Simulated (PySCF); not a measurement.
## Working out the ionisation energy of Fe⁺

Fe⁺ [Ar] 3d6 4s1 (6D) → Fe²⁺ [Ar] 3d6 (5D). Calculation: PySCF 2.14, in aug-cc-pVTZ-DK (8s7p5d3f2g, 93 functions); the spin-free X2C one-electron Hamiltonian (Gaussian nucleus). Frozen: [Ar]. Energies in hartree (1 hartree = 27.21139 eV):

```csv
part,Fe⁺ (lower),Fe²⁺ (upper)
UHF,-1271.111023,-1270.548792
CCSD correlation,-0.151497,-0.128046
(T),-0.003693,-0.002220
```

Question: What does Hartree-Fock give?

Answer: (-1270.548792) − (-1271.111023) = 0.562231 hartree = 15.299 eV.

Question: What do CCSD and CCSD(T) give?

Answer: The CCSD correlation energies differ by 0.023451 hartree = 0.638 eV and the triples by 0.001473 hartree = 0.040 eV, so CCSD gives 15.937 eV and CCSD(T) 15.977 eV.

Reference: 16.199 eV (measured; NIST Atomic Spectra Database, ionization energies), between the lowest levels; spin-orbit coupling is absent from the calculation.

What remains against the reference includes basis incompleteness, the frozen core and higher excitations.
